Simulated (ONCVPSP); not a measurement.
# Reading a pseudo-wave (mercury)

Columns: radius, all-electron u(r) and pseudo u(r) of the 5p shell (level -66.76 eV) of mercury in the configuration [Kr] 4d10 4f14 5s2 5p6 5d10 6s2; LDA (Perdew-Wang 92), scalar-relativistic, ONCV scheme, ONCVPSP 4.0.1.

```
r (bohr)  all-electron  pseudo
   0.080        0.1008  0.0186
   0.160        0.3462  0.0734
   0.240       -0.2682  0.1616
   0.320       -0.6195  0.2783
   0.400       -0.5055  0.4160
   0.480       -0.1348  0.5649
   0.560        0.2893  0.7137
   0.640        0.6534  0.8503
   0.720        0.9163  0.9639
   0.800        1.0757  1.0457
   0.880        1.1475  1.0909
   0.960        1.1531  1.0988
   1.040        1.1125  1.0726
   1.120        1.0427  1.0186
   1.200        0.9566  0.9446
   1.280        0.8635  0.8588
   1.360        0.7697  0.7684
   1.440        0.6794  0.6792
   1.520        0.5949  0.5949
   1.600        0.5178  0.5178
   1.680        0.4482  0.4482
   1.760        0.3864  0.3864
   1.840        0.3319  0.3319
   1.920        0.2843  0.2843
   2.000        0.2429  0.2429
   2.080        0.2071  0.2071
```

Q: How many radial nodes do the two functions have?

A: The all-electron 5p function has n − l − 1 = 3 (the table is too coarse to show those close to the nucleus); the pseudo-wave has 0, since the states of the same l below it are removed with the core.

Q: At about which radius was the pseudo-wave matched?

A: 1.55 bohr. The columns agree to 0.0005 from 1.44 bohr on; several derivatives are matched, so the curves merge somewhat inside the radius.

Q: Where does each function peak?

A: Outermost all-electron maximum near 0.96 bohr, pseudo maximum near 0.96 bohr (to the table’s step).

Q: Is the pseudo-wave norm-conserving?

A: Yes: the ONCV scheme keeps the norm inside the radius equal to the all-electron one, which fixes the energy derivative of the logarithmic derivative at the level.
